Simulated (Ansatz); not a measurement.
Dimer: C2H2 (SMILES C#C) (first 4 atoms) with H2S (SMILES S); geometry from B3LYP-D3(BJ)/def2-TZVP, rigid monomers moved along the line of their centres of mass till C2···H7 is 2.39 Å.
(charge 0, multiplicity 1):
```tsv
atom	x (Å)	y (Å)	z (Å)
C	-0.5123	0.7521	0.1693
C	-0.5379	-0.4381	0.0418
H	-0.4887	1.8089	0.2820
H	-0.5590	-1.4951	-0.0700
S	0.8842	-0.3159	3.4554
H	-0.3696	-0.3313	3.9353
H	0.4620	-0.1184	2.1944
```

Counterpoise-corrected where a basis set is named; no monomer relaxation.

Correlated levels freeze the cores. CBS: X⁻³ extrapolation of the correlation energy, Hartree–Fock from the larger set.

Run with Ansatz (a first-principles code). Values without a source in brackets are computed.

The comparison value is -1.10 kcal/mol (CCSD(T)/CBS(aug-cc-pV(D+d)Z, aug-cc-pV(T+d)Z)). It is a level with limits of its own, not the exact answer.

Order these levels by how close they come to the comparison value for the interaction energy, closest first: PBE/def2-TZVPPD, r2SCAN/def2-TZVPPD, B3LYP/def2-TZVPPD. Give each level's value less the comparison value.

r2SCAN/def2-TZVPPD (0.05 kcal/mol), PBE/def2-TZVPPD (0.23 kcal/mol), B3LYP/def2-TZVPPD (1.36 kcal/mol)
